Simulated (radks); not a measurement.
Au III, configuration [Xe] 4f14 5d9.

Calculated with a radial shooting solver on a logarithmic mesh with Libxc functionals: Dirac Kohn-Sham, LDA (Slater exchange, Perdew-Wang correlation), spin-unpolarised, spherical densities, point nucleus; open shells are shared between the two j in proportion to 2j + 1.

Energy parts (hartree):
total: -19036.3871
kinetic: 21872.8425
electron-nucleus: -47906.0736
Hartree: 7351.0095
exchange-correlation: -354.1654

Orbitals (lengths in bohr, moments of r in powers of bohr; r(90%) holds 90 % of the orbital's charge):
| orbital | occ. | eigenvalue (hartree) | <1/r> | r(90%) |
|---|---|---|---|---|
| 1s1/2 | 2 | -2962.497 | 95.76 | 0.0308 |
| 2s1/2 | 2 | -522.9897 | 23.53 | 0.110 |
| 2p1/2 | 2 | -501.6401 | 23.48 | 0.0967 |
| 2p3/2 | 4 | -434.2437 | 19.13 | 0.108 |
| 3s1/2 | 2 | -124.0243 | 8.632 | 0.270 |
| 3p1/2 | 2 | -114.4165 | 8.546 | 0.262 |
| 3p3/2 | 4 | -99.54736 | 7.411 | 0.283 |
| 3d3/2 | 4 | -83.56270 | 7.312 | 0.257 |
| 3d5/2 | 6 | -80.36491 | 7.054 | 0.263 |
| 4s1/2 | 2 | -27.51982 | 3.655 | 0.585 |
| 4p1/2 | 2 | -23.42528 | 3.546 | 0.595 |
| 4p3/2 | 4 | -19.85021 | 3.150 | 0.644 |
| 4d3/2 | 4 | -13.14359 | 2.948 | 0.675 |
| 4d5/2 | 6 | -12.47787 | 2.856 | 0.692 |
| 5s1/2 | 2 | -4.78330 | 1.483 | 1.32 |
| 4f5/2 | 6 | -3.86688 | 2.481 | 0.796 |
| 4f7/2 | 8 | -3.72663 | 2.446 | 0.807 |
| 5p1/2 | 2 | -3.44833 | 1.357 | 1.45 |
| 5p3/2 | 4 | -2.83172 | 1.211 | 1.60 |
| 5d3/2 | 3.6 | -1.05345 | 0.8949 | 2.25 |
| 5d5/2 | 5.4 | -0.99028 | 0.8601 | 2.34 |
| 6s1/2 | 0 | -0.85119 | 0.5280 | 3.48 |
| 6p1/2 | 0 | -0.58991 | 0.4397 | 4.17 |
| 6p3/2 | 0 | -0.52813 | 0.4013 | 4.53 |
| 6d3/2 | 0 | -0.25445 | 0.2602 | 7.18 |
| 6d5/2 | 0 | -0.24893 | 0.2551 | 7.34 |
| 5f5/2 | 0 | -0.14719 | 0.1796 | 10.2 |
| 5f7/2 | 0 | -0.14710 | 0.1792 | 10.2 |

The highest occupied level is 5d5/2 at -26.947 eV. For comparison, the ionisation energy in NIST's Atomic Spectra Database is 30 eV (theoretical). In exact Kohn-Sham theory the highest level is minus the ionisation energy, but local and semilocal functionals leave it too shallow, through self-interaction and a potential that decays too fast; potentials with the right tail come closer.

Beside tabulated values, note that spin-unpolarised runs miss the spin-polarisation part of the exchange energy of open shells.
